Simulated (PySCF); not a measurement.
Species: C4H2F4O.
Numbering: `[O:1]=[CH:2][C@@H:3]([F:4])[C:5]([F:6])=[C:7]([F:8])[F:9]` (hydrogens: H10 on C2; H11 on C3)

Structure used (GFN2-xTB), in Å, numbered top down from 1:
```xyz
11
C4H2F4O angstrom
O     -1.238    0.580    1.275
C     -1.415    0.519    0.099
C     -0.727   -0.492   -0.819
F     -0.934   -0.114   -2.126
C      0.743   -0.634   -0.532
F      1.187   -1.885   -0.343
C      1.593    0.387   -0.460
F      1.220    1.643   -0.628
F      2.884    0.298   -0.225
H     -2.106    1.178   -0.453
H     -1.201   -1.477   -0.694
```

The closed-shell ground state was solved at several levels (PySCF, density fitting, gas phase, non-relativistic).

```tsv
level	basis functions	HOMO (eV)	LUMO (eV)	gap (eV)	dipole (D)
B3LYP/pcJ-1	263	-7.73	-1.91	5.82	1.44
wB97X-D/def2-SVPD	211	-9.98	0.10	10.08	1.58
```

(1) Estimate the row for PBE0/pcSseg-1, a basis of 163 functions; the other rows only guide the guess.

(2) Over all these levels, which gives the widest orbital gap and which the narrowest?

(3) How far do the dipole and the HOMO energy spread over the levels?

Answers

(1) HOMO -7.95 eV, LUMO -1.64 eV, gap 6.31 eV, dipole 1.45 D.

(2) wB97X-D/def2-SVPD (range-separated hybrid) has the widest, 10.08 eV, and B3LYP/pcJ-1 (global hybrid, 20 % exact exchange) the narrowest, 5.82 eV. Functional and basis both differ between the two, so the spread mixes both effects.

(3) The dipole runs from 1.44 to 1.58 D (mean 1.49 D) and the HOMO from -9.98 to -7.73 eV.

One conformer stands for the species.
